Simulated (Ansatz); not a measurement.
Mulliken charges of `C=N[SiH](O)F` from ωB97M-V/def2-TZVPP in Ansatz (PBE0-D4/def2-TZVP geometry).

| atom | x (Å) | y (Å) | z (Å) | charge (e) |
| --- | --- | --- | --- | --- |
| C1 | -0.238 | 1.420 | 0.914 | -0.061 |
| N2 | 0.477 | 0.440 | 0.581 | -0.324 |
| Si3 | 0.236 | -0.589 | -0.781 | 0.729 |
| O4 | 0.184 | -2.130 | -0.265 | -0.376 |
| F5 | -1.137 | -0.275 | -1.531 | -0.317 |
| H6 | -1.129 | 1.750 | 0.360 | 0.109 |
| H7 | 0.010 | 2.008 | 1.807 | 0.112 |
| H8 | 1.312 | -0.383 | -1.764 | -0.060 |
| H9 | 0.372 | -2.287 | 0.661 | 0.188 |

Q: By hand: the dipole of these point charges (1 e Å = 4.8032 D).

A: Σ q r = (0.193, 0.238, 0.243) e Å, of length 0.391 e Å = 1.88 D.

Q: How does the dipole of the full density compare? (An estimate is asked.)

A: The calculation gave: (0.011, 0.266, 0.388) e Å, 2.26 D; the point charges give 0.83 times that, at 30° from its direction.

Point charges leave out the atoms' own dipoles, such as those of lone pairs, and Mulliken's split depends on the basis, so the two needn't agree.
